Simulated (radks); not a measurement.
Values are calculated unless marked as measured or tabulated.
Numerical settings for the manganese ion Mn2+, [Ar] 3d5. Level of theory: scalar-relativistic Kohn-Sham, PBE, spin-polarised, spherical densities, point nucleus; open shells are filled with parallel spins first (a radial shooting solver on a logarithmic mesh with Libxc functionals). The defaults (mesh step 0.008 in ln r, mesh end at 40 bohr or more with all orbitals vanishing there, Anderson mixing 0.5 over 9 steps, residual threshold near 1e-9 with the energy settled to 1e-9 hartree or 1e-11 of itself, here a cap of 85 iterations) give E = -1157.6340 hartree and 3d at -25.875 eV in 14 iterations. Run on one thread of a shared host, so times are rough (Arm Neoverse N1): 0.19 s of CPU time, 0.19 s wall, 14 iterations on 2476 mesh points. Changes against that run (0 stands for a change within the tolerance of the run):

setting                    iterations  converged  E (mhartree)  e(3d) (meV)  CPU (s)
mesh step in ln r 0.05             14        yes      +0.00925            0     0.05
mesh step in ln r 0.012            14        yes             0            0     0.13
mesh step in ln r 0.03             14        yes     +0.000293            0     0.07
mesh end (bohr) 8                  14        yes      +0.00157       +0.178     0.18
mesh end (bohr) 20                 14        yes             0            0     0.18
residual threshold 1e-16           85         no             0            0      0.6
residual threshold 1e-05           11        yes             0       +0.181     0.16
mixing 0.01                        21        yes             0            0     0.26
linear mixing, mixing 0.8          85         no             0      -0.0569     0.93
linear mixing, mixing 1            85         no        +8e+03    -1.09e+05      1.7
mixing history 2                   19        yes             0            0     0.23
iteration cap 3                     3         no         +23.5    -1.23e+03     0.05

No run marked as converged misses the energy by more than 1 mhartree. A mesh that ends early acts as a hard wall.
